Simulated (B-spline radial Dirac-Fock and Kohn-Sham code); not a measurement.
Binding energies of Cu²⁺ at several levels of theory

System: the Cu²⁺ ion in the configuration [Ar] 3d9.

The density-functional columns are spherical, spin-unpolarised Dirac-Kohn-Sham results without Breit or QED terms: −ε is minus the orbital energy of the initial state and ΔSCF the difference of two total energies. The reference in the last column comes from Dirac-Fock ΔSCF + Breit + QED. All numbers are from a radial B-spline solver, in eV; a selection of levels is shown. For the 1s level of heavy atoms much of the gap between ΔSCF and the reference is the Breit and QED part, -16.2 eV here; for other levels the error of the functional can be larger.

```csv
level,PBE −ε,PBE ΔSCF,LDA −ε,LDA ΔSCF,Dirac-Fock
K,8874.5,9050.5,8856.8,9032.2,9016.1
L1,1087.8,1114.8,1085.8,1113.0,1136.8
L2,956.1,989.4,955.6,988.9,989.3
L3,935.6,968.2,935.2,967.8,969.3
M1,140.3,150.9,139.8,150.4,161.1
M2,99.35,109.8,99.32,109.8,114.4
M3,96.74,107.1,96.70,107.1,111.8
"M4,5",29.63,39.02,29.99,39.38,35.84
```

Question: Order the estimates of the K (1s) level by their distance from the Dirac-Fock value, nearest first.
A. LDA ΔSCF
B. PBE ΔSCF
C. LDA −ε
D. PBE −ε

Answer: A (16.1 eV), B (34.5 eV), D (141.6 eV), C (159.3 eV).

Values without a named source are computed, but for edge energies of neutral atoms, which are taken from tables.
